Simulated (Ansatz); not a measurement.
A run for Ansatz (a program for electronic structure): R-B3LYP-D3(BJ)/def2-TZVP on Cl3FTi (SMILES [F][Ti]([Cl])([Cl])[Cl]).

Ansatz 0.2 input:
```yaml
crystal:
  periodic: [false, false, false]
  atoms:
    - {symbol: F, position_ang: [0.03290000, -0.02240000, 1.82450000]}
    - {symbol: Ti, position_ang: [0.00150000, -0.00280000, 0.13000000]}
    - {symbol: Cl, position_ang: [-1.07450000, -1.64160000, -0.65160000]}
    - {symbol: Cl, position_ang: [1.94330000, -0.08760000, -0.68880000]}
    - {symbol: Cl, position_ang: [-0.90310000, 1.75440000, -0.61410000]}
basis:
  gaussian:
    orbitals: def2-TZVP
hamiltonian:
  xc: b3lyp
  dispersion: d3bj
relax: {f_tol: 0.004, max_steps: 120}
scf: {lower_state_search: off}
```

It printed:

```
WARN ansatz: RAYON_NUM_THREADS=4 ignored (pool sized by the plan → 4); use --threads N
Functional definition: B3LYP
these checks for a lower state are left out or cut short: stability, starts, cluster_reference, orbital_swaps, neighbouring_geometries, increment
integrals: 0.15 GiB planned
1408 factors; their error is unknown
mean field: 1.32 GiB planned
mean field evaluation 1: about -63408.7186 eV, gradient 4.1e1 eV
mean field evaluation 2: about -63395.0680 eV, gradient 1.1e2 eV
mean field evaluation 4: about -63410.7867 eV, gradient 1.7e1 eV
mean field evaluation 8: about -63411.3704 eV, gradient 3.7e-2 eV
mean field evaluation 16: about -63411.5661 eV, gradient 3.1e-5 eV
mean field -63411.56613696 eV, -2330.3320736301 hartree, gradient 6.4e-6 eV, S^2 0.000000; 0 other end points of the search recorded, 0 dependent functions left out
the calculation of the forces begins
reference -63411.56641159 eV, -2330.3320837225 hartree; 41, 41 occupied and 146, 146 virtual orbitals, 1408 factors
relax step   1: F+E_penalty+E_count = -63411.94094705 eV  Δ(F+E_penalty+E_count) = +0.000e0 eV  max|allowed force component| = 2.051e0 eV/Å  Δτ_max = 0.0000 Å  (17 SCF iters, accepted)
these checks for a lower state are left out or cut short: stability, starts, cluster_reference, orbital_swaps, neighbouring_geometries, increment
integrals: 0.15 GiB planned
1408 factors; their error is unknown
mean field: 1.31 GiB planned
mean field -63411.79899723 eV, -2330.3406310871 hartree, gradient 2.5e-6 eV, S^2 0.000000; 0 other end points of the search recorded, 0 dependent functions left out
the calculation of the forces begins
reference -63411.79927744 eV, -2330.3406413845 hartree; 41, 41 occupied and 146, 146 virtual orbitals, 1408 factors
relax step   2: F+E_penalty+E_count = -63412.15659339 eV  Δ(F+E_penalty+E_count) = -2.156e-1 eV  max|allowed force component| = 7.528e-1 eV/Å  Δτ_max = 0.1060 Å  (22 SCF iters, accepted)
these checks for a lower state are left out or cut short: stability, starts, cluster_reference, orbital_swaps, neighbouring_geometries, increment
integrals: 0.15 GiB planned
1408 factors; their error is unknown
mean field: 1.31 GiB planned
mean field evaluation 32: about -63411.8054 eV, gradient 2.8e-6 eV
mean field -63411.80541881 eV, -2330.3408670758 hartree, gradient 2.8e-6 eV, S^2 0.000000; 0 other end points of the search recorded, 0 dependent functions left out
the calculation of the forces begins
reference -63411.80569884 eV, -2330.3408773666 hartree; 41, 41 occupied and 146, 146 virtual orbitals, 1408 factors
relax step   3: F+E_penalty+E_count = -63412.16375213 eV  Δ(F+E_penalty+E_count) = -7.159e-3 eV  max|allowed force component| = 2.342e-1 eV/Å  Δτ_max = 0.0122 Å  (22 SCF iters, accepted)
these checks for a lower state are left out or cut short: stability, starts, cluster_reference, orbital_swaps, neighbouring_geometries, increment
integrals: 0.15 GiB planned
1408 factors; their error is unknown
mean field: 1.32 GiB planned
mean field -63411.80588984 eV, -2330.3408843858 hartree, gradient 1.2e-6 eV, S^2 0.000000; 0 other end points of the search recorded, 0 dependent functions left out
the calculation of the forces begins
reference -63411.80616992 eV, -2330.3408946786 hartree; 41, 41 occupied and 146, 146 virtual orbitals, 1408 factors
relax step   4: F+E_penalty+E_count = -63412.16456289 eV  Δ(F+E_penalty+E_count) = -8.108e-4 eV  max|allowed force component| = 2.156e-3 eV/Å  Δτ_max = 0.0051 Å  (24 SCF iters, accepted)
Total energy: -63412.16484297 eV, -2330.3540756701 hartree
Atom 0 at     0.033285    -0.022097     1.828299 Å, force     0.000187    -0.000583     0.002156 eV/Å
Atom 1 at     0.001573    -0.001103     0.084021 Å, force    -0.000236     0.000794    -0.001689 eV/Å
Atom 2 at    -1.127364    -1.720245    -0.638273 Å, force     0.000162     0.000231     0.000029 eV/Å
Atom 3 at     2.042426    -0.094337    -0.676162 Å, force    -0.000318    -0.000006    -0.000065 eV/Å
Atom 4 at    -0.949819     1.837782    -0.597885 Å, force     0.000205    -0.000436    -0.000431 eV/Å
Dipole moment:    -0.001330     0.000813    -0.074447 e Å
Checks for a lower state left out: stability, starts, cluster_reference, orbital_swaps, neighbouring_geometries, increment
```

The calculation finished and met its thresholds.

Cost: very roughly 50 core-seconds.
